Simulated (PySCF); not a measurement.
## `c1ccc(-c2ccccc2)cc1`, C12H10

Geometry:
| atom | x (Å) | y (Å) | z (Å) |
| --- | --- | --- | --- |
| C1 | 3.490 | -0.268 | -0.395 |
| C2 | 2.948 | 0.815 | 0.276 |
| C3 | 1.578 | 0.920 | 0.434 |
| C4 | 0.728 | -0.056 | -0.082 |
| C5 | -0.729 | 0.058 | 0.083 |
| C6 | -1.278 | 0.462 | 1.298 |
| C7 | -2.648 | 0.564 | 1.452 |
| C8 | -3.491 | 0.270 | 0.394 |
| C9 | -2.957 | -0.129 | -0.819 |
| C10 | -1.587 | -0.238 | -0.974 |
| C11 | 1.285 | -1.140 | -0.756 |
| C12 | 2.655 | -1.245 | -0.909 |
| H13 | 4.560 | -0.351 | -0.517 |
| H14 | 3.595 | 1.582 | 0.676 |
| H15 | 1.159 | 1.776 | 0.943 |
| H16 | -0.624 | 0.675 | 2.131 |
| H17 | -3.060 | 0.873 | 2.402 |
| H18 | -4.562 | 0.351 | 0.514 |
| H19 | -3.610 | -0.356 | -1.649 |
| H20 | -1.174 | -0.536 | -1.926 |
| H21 | 0.638 | -1.913 | -1.146 |
| H22 | 3.073 | -2.095 | -1.429 |

Computed, not measured: GIAO B3LYP/pcSseg-1 magnetisability, rotational g tensor and spin-rotation constants, non-relativistic, gas phase in PySCF. Geometry: GFN2-xTB.

(1) Give the nuclear spin-rotation constants along the inertial axes (H = +C I·J) beside the isotropic shieldings.

## Answers

(1) Rotational constants 2.8963, 0.5554, 0.4869 GHz. A star marks the isotopologue with that one atom substituted, in its own axes.
```
atom  isotope  Caa (kHz)  Cbb (kHz)  Ccc (kHz)  mean (kHz)  σ (ppm)
 H13       1H      0.337     -0.058     -0.049       0.077     24.3
 H14       1H     -0.141      0.021     -0.037      -0.052     24.2
 H15       1H     -0.142      0.022     -0.037      -0.052     24.2
 H16       1H     -0.142      0.022     -0.037      -0.052     24.2
 H17       1H     -0.141      0.021     -0.037      -0.052     24.2
 H18       1H      0.337     -0.058     -0.049       0.077     24.3
 H19       1H     -0.141      0.021     -0.037      -0.052     24.2
 H20       1H     -0.141      0.022     -0.037      -0.052     24.2
 H21       1H     -0.142      0.022     -0.037      -0.052     24.2
 H22       1H     -0.141      0.021     -0.037      -0.052     24.2
  C1     13C*      1.470      0.180      0.069       0.573     48.9
  C2     13C*      1.150      0.232      0.080       0.487     47.2
  C3     13C*      1.107      0.229      0.090       0.475     47.8
  C4     13C*      1.494      0.203      0.086       0.594     31.4
```
For the geometry as given, no vibrational averaging.
